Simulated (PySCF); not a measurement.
Excitation energy of Ne²⁺ by level of theory

Ne²⁺ [He] 2s2 2p4 (3P) → Ne²⁺ [He] 2s1 2p5 (3P), as a difference of total energies. Computed with PySCF 2.14 in aug-cc-pCVTZ-DK (7s6p4d2f, 59 functions), with scalar relativity by spin-free X2C-1e. Correlated levels: valence and next inner shell: nothing frozen. The calculations carry no spin-orbit coupling.

```csv
method,excitation energy (eV)
UHF,26.701
MP2 (valence and next inner shell),25.658
SCS-MP2 (valence and next inner shell),25.594
CCSD (valence and next inner shell),25.472
CCSD(T) (valence and next inner shell),25.418
```

Task: How much does correlation contribute at CCSD(T) (valence and next inner shell)?

Result: 25.418 − (26.701) = -1.283 eV, measured against UHF.
